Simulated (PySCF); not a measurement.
C4H7FO, SMILES COC1(F)CC1. Geometry: PBE-D3(BJ)/def2-SVP. The values are those of a single conformer.

These are PBE-D3(BJ)/def2-SVP in PySCF values and carry that method's errors.

Harmonic wavenumbers (cm⁻¹): 120, 165, 239, 334, 354, 481, 565, 713, 744, 839, 875, 952, 984, 1000, 1041, 1075, 1130, 1132, 1171, 1229, 1315, 1357, 1402, 1410, 1432, 1465, 2936, 3020, 3067, 3074, 3087, 3167, 3180. Rotational constants (GHz): 5.688, 3.112, 2.612; symmetry number 1.

Question: Work out the zero-point energy and the ideal-gas rigid-rotor harmonic-oscillator thermochemistry at 298.15 K and 1 atm.

Answer: ZPE = ½ Σ hcν = ½ × 45055 cm⁻¹ = 64.41 kcal/mol. H − E(el) = 69.04 kcal/mol. Entropy in cal/(mol K): translation 39.41, rotation 26.34, vibration 12.65, total 78.40. G − E(el) = 45.67 kcal/mol. Cp = 25.21 cal/(mol K). Modes under 150 cm⁻¹ make the vibrational entropy uncertain.
